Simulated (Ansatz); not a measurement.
Z-matrix (Å, degrees):
```
In
H 1 1.7731
H 1 1.7732 2 119.91
```
Charge 0, spin multiplicity 2.

Calculation: frozen-core CCSD(T)/def2-TZVPP // B3LYP-D3(BJ)/def2-TZVP in Ansatz (an electronic-structure program).

```
Quantity                       Result
----------------------  -------------
HF energy               -190.32565 Ha
MP2 correlation energy    -0.27619 Ha
```

Task: Estimate the CCSD correlation energy, the (T) correction, the total energy and the T1 diagnostic.

Result: 
```yaml
CCSD correlation energy: -0.28628 Ha
"(T) correction": -0.00689 Ha
CCSD(T) total energy: -190.61883 Ha
T1 diagnostic: 0.018
```
